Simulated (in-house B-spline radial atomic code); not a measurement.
Radial electron density of Sb8+, [Ar] 3d10 4s2 4p5 4d7 5g1. Method: Dirac-Hartree-Fock, average of configuration, Fermi nucleus of rms radius 4.6802 fm. Calculated with a radial B-spline atomic code at the basis-set limit.

Columns: r (bohr), 4πr²n(r) (electrons per bohr), bar.

```
 0.00116    2.201 #
 0.00144    3.196 ##
 0.00179    4.619 ##
 0.00222    6.593 ###
 0.00276    9.348 #####
 0.00343    13.07 #######
 0.00426    17.96 #########
 0.00529    24.17 #############
 0.00657    31.74 #################
 0.00816    40.39 #####################
  0.0101    49.35 ##########################
  0.0126    57.94 ##############################
  0.0156     64.1 #################################
  0.0194    66.79 ###################################
  0.0241    65.36 ##################################
    0.03    61.15 ################################
  0.0373    57.79 ##############################
  0.0463    59.56 ###############################
  0.0575    68.09 ###################################
  0.0714    79.29 #########################################
  0.0887    84.52 ############################################
    0.11    78.01 #########################################
   0.137    64.73 ##################################
    0.17    58.59 ###############################
   0.211    64.57 ##################################
   0.262    69.77 ####################################
   0.326    58.57 ##############################
   0.405    36.23 ###################
   0.503    21.94 ###########
   0.624    21.23 ###########
   0.776    22.06 ###########
   0.963    16.23 ########
     1.2    7.723 ####
    1.49    2.454 #
    1.85   0.6741 
    2.29   0.4377 
    2.85   0.4462 
    3.54   0.3118 
     4.4   0.1199 
    5.46  0.02211 
    6.78 0.001607 
    8.43 3.589e-05 
    10.5 1.778e-07
```

On this grid the curve has 5 maxima, near 0.0194, 0.0887, 0.262, 0.776, 2.85 bohr.

The 5g9/2 radial function P(r) = rR(r), positive near the nucleus, with its small component Q(r) (sign convention: Q ≈ (P' + κP/r)/2c):

```json
{"r (bohr)": "0.211", "P": "0.000911", "Q": "-1.936e-05"}
{"r (bohr)": "0.326", "P": "0.004397", "Q": "-7.519e-05"}
{"r (bohr)": "0.503", "P": "0.0185", "Q": "-0.0002486"}
{"r (bohr)": "0.776", "P": "0.0669", "Q": "-0.0006959"}
{"r (bohr)": "1.2", "P": "0.2078", "Q": "-0.001657"}
{"r (bohr)": "1.85", "P": "0.4915", "Q": "-0.003409"}
{"r (bohr)": "2.85", "P": "0.6663", "Q": "-0.004457"}
{"r (bohr)": "4.4", "P": "0.3463", "Q": "-0.002296"}
{"r (bohr)": "6.78", "P": "0.04008", "Q": "-0.000265"}
```
